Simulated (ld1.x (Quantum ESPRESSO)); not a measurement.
# Ba: excitation energies, all-electron against TM semilocal

```json
{"Element": "Ba", "Generator": "ld1.x (Quantum ESPRESSO) 7.5", "Type": "norm-conserving Troullier–Martins (semilocal form)", "Functional": "LDA (PZ)", "Relativity": "scalar-relativistic", "Frozen core": "[Xe]", "Valence charge": "2", "Reference configuration": "5d0.5 6s1.5 6p0", "Partial waves": "6p (bound, empty): rc 4.20 bohr; 5d (bound): rc 2.80 bohr; 6s (bound): rc 3.90 bohr", "Local potential": "the s channel", "Core correction": "a·sin(br)/r model core, default radius (core density twice the valence density)"}
```

Energies are relative to the spin-unpolarised reference configuration 5d0.5 6s1.5 6p0; without spin polarisation the order of configurations can differ from experiment. Spin-polarised rows fill each open shell by Hund’s rule, majority spin first. The frozen-core shift is the all-electron ΔE with the core orbitals held at their reference shape minus the fully relaxed ΔE.

```
           valence configuration  charge  ΔE all-electron (eV)  error AE − PS (meV)  frozen-core shift (meV)
                   5d0 6s1.5 6p0    +0.5                 1.568                 -8.7                      +15
                     5d0 6s1 6p1       0                 1.480                  -16                      +22
                     5d1 6s0 6p0      +1                 5.628                  -13                     +5.0
                     5d0 6s0 6p1      +1                 7.607                  -23                      +81
                     5d1 6s1 6p0       0                 0.707                 -5.9                     +5.3
5d0.5 6s1.5 6p0 (spin-polarised)       0                -0.082                 +8.1                     +0.9
    5d0 6s1 6p0 (spin-polarised)      +1                 4.753                  -20                      +43
```

Task: What are ΔE and the potential's error for 5d0 6s2 6p0?

Result: ΔE = -0.643 eV all-electron; the error (AE − PS) is -5.4 meV.

Task: What are ΔE and the potential's error for 5d0 6s1 6p0?

Result: ΔE = 4.900 eV all-electron; the error (AE − PS) is -18 meV.

Levels in the configuration 5d0 6s2 6p0:

| level | all-electron (eV) | pseudo (eV) |
| --- | --- | --- |
| 6s | -3.351 | -3.354 |
